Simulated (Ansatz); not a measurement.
`CCOC(F)(F)F` and `FC(F)(F)[O][GeH2][Cl]` differ in one atom or group.

Ansatz, PBE0-D4/def2-TZVP geometries, multiplicity 1. Each molecule was computed in one conformer, which needn't be the lowest.

Scalar relativity is left out up to krypton.

```json
{"property": "HOMO energy (B3LYP/def2-TZVPP) / eV", "`CCOC(F)(F)F`": "-9.03"}
{"property": "HOMO–LUMO gap (B3LYP/def2-TZVPP) / eV", "`CCOC(F)(F)F`": "9.86"}
{"property": "LUMO energy (ωB97M-V/def2-TZVPP) / eV", "`CCOC(F)(F)F`": "2.58"}
{"property": "HOMO–LUMO gap (ωB97M-V/def2-TZVPP) / eV", "`CCOC(F)(F)F`": "14.26"}
{"property": "HOMO energy (PBE0/def2-TZVPP) / eV", "`CCOC(F)(F)F`": "-9.25"}
{"property": "LUMO energy (PBE0/def2-TZVPP) / eV", "`CCOC(F)(F)F`": "1.20"}
```

Task: Give the same properties after the change, and the shifts. (An estimate is asked.)

Result: Ansatz gave: 
| property | `FC(F)(F)[O][GeH2][Cl]` | shift |
| --- | --- | --- |
| HOMO energy (B3LYP/def2-TZVPP) / eV | -9.15 | -0.12 |
| HOMO–LUMO gap (B3LYP/def2-TZVPP) / eV | 8.30 | -1.56 |
| LUMO energy (ωB97M-V/def2-TZVPP) / eV | 1.43 | -1.15 |
| HOMO–LUMO gap (ωB97M-V/def2-TZVPP) / eV | 13.10 | -1.16 |
| HOMO energy (PBE0/def2-TZVPP) / eV | -9.41 | -0.16 |
| LUMO energy (PBE0/def2-TZVPP) / eV | -0.52 | -1.72 |

With PBE0 the HOMO falls by 0.16 eV and the LUMO falls by 1.72 eV, so the gap narrows by about 1.56 eV. PBE moves the HOMO by -0.44 eV and ωB97M-V by 0.01 eV.

B3LYP here is the variant with VWN-RPA as its local correlation; programs differ in this.
